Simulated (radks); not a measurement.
Values are calculated unless marked as measured or tabulated.
Neutral scandium inside a hard spherical wall (all orbitals vanish at R), configuration held at [Ar] 3d1 4s2 and not refilled when levels cross. Code: a radial shooting solver on a logarithmic mesh with Libxc functionals. Model: non-relativistic Kohn-Sham, PBEsol, spin-polarised, spherical densities, point nucleus; open shells are filled with parallel spins first. Eigenvalues in eV for spin up, with the zero of energy where the potential of the charges vanishes at infinity; a dash marks a level that is unbound or too diffuse for the functional's potential to be trusted. A positive occupied level is held by the wall or, in an anion where self-interaction has pushed it up, behind a barrier. The pressure on the wall is -dE/dV.

R (bohr)  E (hartree)  kinetic (hartree)    e(3s)    e(3p)   e(4s)   e(3d)  e(4p, empty)  e(5s, empty)  pressure (GPa)
free       -759.49067            758.671  -54.576  -33.848  -4.280  -3.676        -1.523             -               0
15         -759.49066            758.671  -54.575  -33.847  -4.279  -3.675        -1.518         0.345        < 0.0001
12         -759.49050            758.673  -54.557  -33.830  -4.266  -3.659        -1.477         1.012         0.00302
8          -759.47992            758.744  -54.057  -33.333  -3.866  -3.207        -0.750         5.270           0.393
6          -759.41200            759.056  -52.458  -31.760  -2.249  -1.767         1.664        14.544            5.11
4          -758.85202            760.925  -46.965  -26.427   7.222   3.695        13.970        52.033             107
3.5        -758.33128            762.552  -43.908  -23.440  14.906   7.127        23.190        77.015             277
3          -757.23640            765.971  -38.937  -18.449  29.724  13.082        40.059        119.78             833
